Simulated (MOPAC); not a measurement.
MOPAC input (PM6):

```
PM6 FORCE THERMO(298,298) PRECISE LET GEO-OK AUX(PRECISION=9) THREADS=1
CdTe

Cd    0.00000000 1    0.00000000 1   -1.02064221 1
Te    0.00000000 1   -0.00000000 1    0.91725797 1
```

Task: Which zero-point energy does it print?

Result: 0.57 kcal/mol, from the harmonic wavenumbers of PM6.
